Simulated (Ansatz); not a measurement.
Sn2Cl4. The state is a singlet with charge 0. Geometry PBE-D4/def2-SVP, basis def2-TZVP, Ansatz.

```xyz
6

Sn   -0.791    0.854    1.042
Sn    0.791   -0.854   -1.042
Cl    0.106   -1.688    1.462
Cl   -1.926   -0.810   -0.795
Cl   -0.106    1.688   -1.462
Cl    1.926    0.810    0.795
```

```tsv
run	HOMO (eV)	LUMO (eV)
A	-6.83	-3.09
B	-10.12	-0.65
C	-7.85	-2.54
D	-6.47	-3.19
E	-10.00	-0.76
```

In the def2 sets Sn takes a core potential; there is no spin–orbit coupling. Another isomer (singlet) lies 1.05 eV lower at PBE0-D4/def2-TZVP; other spin states weren't run for this one.

Question: The runs used PBE, PBE0, r2SCAN, ωB97M-V, ωB97X-V. Estimate which is which.

Answer: A r2SCAN (0 % exact exchange); B ωB97X-V (range-separated); C PBE0 (25 % exact exchange); D PBE (0 % exact exchange); E ωB97M-V (range-separated). Exact exchange lowers occupied and raises empty levels; among semilocal functionals meta-GGAs tend to open the gap a little, and such runs are hard to tell apart. The gap grows from 3.28 eV (PBE) to 9.46 eV (ωB97X-V).
